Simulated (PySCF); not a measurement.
# Correlation energy of Mn²⁺ (manganese, charge +2)

[Ar] 3d4 4p1, one real determinant (an excited configuration). Calculation: PySCF 2.14, in x2c-TZVPPall (6s5p4d2f1g, 64 functions); the spin-free X2C one-electron Hamiltonian (Gaussian nucleus). Frozen: [Ne]; 13 electrons correlated.

```
  level  correlation energy (mhartree)
   CCSD                        -360.95
    (T)                          -6.37
CCSD(T)                        -367.32
```

Diagnostics: T1 = 0.0069, D1 = 0.0270, largest double amplitude 0.033.

The real determinant used has ⟨L²⟩ near 8 against 12 for a pure F term, so it mixes terms.

Cost of the coupled-cluster step: roughly 11 core-seconds, for 13 correlated electrons.

Iterations:

```
CC2 = 0
CCSD nocc = (np.int64(9), np.int64(4)), nmo = (59, 59)
frozen orbitals [[0, 1, 2, 3, 4], [0, 1, 2, 3, 4]]
max_cycle = 100
direct = 0
conv_tol = 1e-08
conv_tol_normt = 1e-06
diis_space = 8
diis_start_cycle = 0
Init t2, MP2 energy = -0.345332917169154
Init E_corr(UCCSD) = -0.345332917174634
cycle = 1  E_corr(UCCSD) = -0.356179714830909  dE = -0.0108467977  norm(t1,t2) = 0.0324464
cycle = 2  E_corr(UCCSD) = -0.36001217566405  dE = -0.00383246083  norm(t1,t2) = 0.00937603
cycle = 3  E_corr(UCCSD) = -0.360879565601098  dE = -0.000867389937  norm(t1,t2) = 0.00410464
cycle = 4  E_corr(UCCSD) = -0.36099307476388  dE = -0.000113509163  norm(t1,t2) = 0.00142645
cycle = 5  E_corr(UCCSD) = -0.360904888748734  dE = 8.81860151e-05  norm(t1,t2) = 0.0010555
cycle = 6  E_corr(UCCSD) = -0.3609526313526  dE = -4.77426039e-05  norm(t1,t2) = 0.000789815
cycle = 7  E_corr(UCCSD) = -0.360960766632935  dE = -8.13528033e-06  norm(t1,t2) = 0.000454755
cycle = 8  E_corr(UCCSD) = -0.36096420210163  dE = -3.4354687e-06  norm(t1,t2) = 0.00135385
cycle = 9  E_corr(UCCSD) = -0.360965539809723  dE = -1.33770809e-06  norm(t1,t2) = 0.000762581
cycle = 10  E_corr(UCCSD) = -0.360956979783054  dE = 8.56002667e-06  norm(t1,t2) = 0.000401631
cycle = 11  E_corr(UCCSD) = -0.360954313241619  dE = 2.66654143e-06  norm(t1,t2) = 3.75362e-05
cycle = 12  E_corr(UCCSD) = -0.360954447542383  dE = -1.34300764e-07  norm(t1,t2) = 1.36609e-05
cycle = 13  E_corr(UCCSD) = -0.36095438940802  dE = 5.81343633e-08  norm(t1,t2) = 5.52589e-06
cycle = 14  E_corr(UCCSD) = -0.360954271462056  dE = 1.17945964e-07  norm(t1,t2) = 1.43789e-06
cycle = 15  E_corr(UCCSD) = -0.360954283762187  dE = -1.23001316e-08  norm(t1,t2) = 4.39645e-07
cycle = 16  E_corr(UCCSD) = -0.360954291325126  dE = -7.56293844e-09  norm(t1,t2) = 1.94201e-07
UCCSD converged
E(UCCSD) = -1156.490495240429  E_corr = -0.3609542913251256
UCCSD(T) correction = -0.00637025989994612
```

The reference is one real determinant that mixes LS terms of this configuration.

This basis was not built for core-valence correlation, so the inner-shell part is incomplete.
